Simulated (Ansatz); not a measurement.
The molecule NaAl, multiplicity 3 (an upper state: multiplicity 1 came lower at CCSD(T)/def2-TZVPP on PBE0 minima).

Seven points along R, fitted to fifth degree in 1/R; most abundant isotopes. Runs in def2 and cc sets follow the lowest solution found near the PBE0 minimum.

Correlated levels freeze the inner cores; with def2 sets outer-core shells near the valence are correlated too.

Codes used: Ansatz (Gaussian orbitals). 

D_e counts from each atom's lowest state at the same level, without counterpoise or zero-point energy.

| level | r_e (Å) | ω_e (cm⁻¹) | ω_e x_e (cm⁻¹) | D_e (eV) | dipole (D) |
|---|---|---|---|---|---|
| PBE/def2-TZVPP | 2.986 | 181 | 1.4 | 0.66 | 4.15 |
| PBE0/def2-TZVPP | 2.973 | 186 | 1.5 | 0.62 | 4.75 |
| wB97X-V/def2-TZVPP | 2.949 | ___ | 2.0 | 0.44 | 5.48 |
| CCSD/def2-TZVPP | 2.989 | 181 | 1.7 | 0.47 | - |
| CCSD(T)/def2-TZVPP | ___ | ___ | 1.5 | 0.52 | - |

Problem. Some entries are withheld; supply them.

Solution. 
- CCSD(T)/def2-TZVPP, r_e (Å): 2.980
- CCSD(T)/def2-TZVPP, ω_e (cm⁻¹): 185
- wB97X-V/def2-TZVPP, ω_e (cm⁻¹): 192

Ansatz is a quantum-chemistry and plane-wave program.
